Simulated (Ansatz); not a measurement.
Reaction (homolysis of the F–Ga bond): `[F][Ga]([F])[F]` → F• + `[F][Ga][F]`•

Gas-phase electronic energies from Ansatz, PBE0-D4/def2-TZVP geometries. CCSD(T)/CBS is the MP2 limit (def2-TZVPP, def2-QZVPP) plus CCSD(T) − MP2 in def2-TZVPP, frozen cores. This one scheme is used for every species, atoms too. Functionals use def2-TZVPP. No spin–orbit coupling; open shells (•) take unrestricted orbitals. Spin–orbit coupling would lower the free atoms: a little for F. Bonds to Ga are less sure, by a few kJ/mol each and by 10 to 20 or more in all where they break to atoms, as the def2 sets lack core-valence functions. Scalar relativity is left out up to krypton.

```json
{"level": "r2SCANh-D4", "ΔE (kJ/mol)": "498.0"}
{"level": "r2SCAN0-D4", "ΔE (kJ/mol)": "488.3"}
{"level": "r2SCAN0", "ΔE (kJ/mol)": "487.8"}
{"level": "CCSD/def2-SVP", "ΔE (kJ/mol)": "499.1"}
```

Task: What does CCSD(T)/CBS give? (An estimate is asked.)

Result: Computed: +531.2 kJ/mol. The listed levels differ from it by -33.2, -42.9, -43.4, -32.1 kJ/mol.

Task: What do rigid-rotor, harmonic-oscillator terms from PBE0-D4/def2-TZVP frequencies (298.15 K, 1 bar) make of the CCSD(T)/CBS value? (An estimate is asked.)

Result: The calculation gave: ΔZPE = -7.5 kJ/mol, ΔH = +526.8 kJ/mol, ΔS = 147 J/(mol·K), ΔG = +483.1 kJ/mol. Open shells count their whole term as degenerate.

Largest T1 diagnostic among the species: 0.017.

Leaving LDA and LC-ωPBE aside and taking each functional with its dispersion term where it has one, the values, not all of them listed here, spread over 42.1 kJ/mol, from BHLYP-D4 to ωB97X-V. LDA lies +83.0 kJ/mol from PBE without D4, its usual overbinding. From BLYP to BHLYP (50 % exact exchange), in def2-TZVPP and without D4, ΔE moves by −20.0 kJ/mol: exact exchange takes away binding that semilocal exchange gives to molecules.

CCSD(T)/CBS has its own doubt, a few kJ/mol and more with outer-core shells, so smaller differences from it don't rank the levels.
